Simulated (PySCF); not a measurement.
# Two-component Hartree-Fock for Cs²⁷⁺ (caesium, charge +27)

Start: [Ar] 3d10. Calculated with PySCF 2.14 in an uncontracted even-tempered set (19 s from 1.3 bohr⁻², ratio 2.6; 15 p from 1.7 bohr⁻², ratio 2.6; 10 d from 1.7 bohr⁻², ratio 2.6; 6 f from 1.8 bohr⁻², ratio 2.8): generalised Hartree-Fock with the X2C-1e Hamiltonian and a Gaussian nucleus; spin-orbit coupling (SO) screened by Boettger's factors.

```
spinor shell  electrons  ε, screened SO (eV)  weight of nominal j (screened SO)  rms radius, screened SO (bohr)
       1s1/2          2             -37078.8                              1.000                          0.0298
       2s1/2          2              -6669.7                              1.000                           0.121
       2p1/2          2              -6320.4                              1.000                           0.104
       2p3/2          4              -5963.3                              1.000                           0.110
       3s1/2          2              -2082.3                              1.000                           0.313
       3p1/2          2              -1936.2                              1.000                           0.304
       3p3/2          4              -1863.1                              1.000                           0.315
       3d3/2          4              -1613.0                              1.000                           0.285
       3d5/2          6              -1597.5                              1.000                           0.288
```

```csv
quantity,screened SO
E (hartree),-7422.49601
M_J,0
⟨J²⟩,0.000
⟨L²⟩,0.017
⟨S²⟩,0.017
```

Breit and QED terms are absent; they matter most for the inner s and p1/2 levels.

Densities and radii are taken from the X2C orbitals without a picture-change correction, which distorts them close to the nucleus.
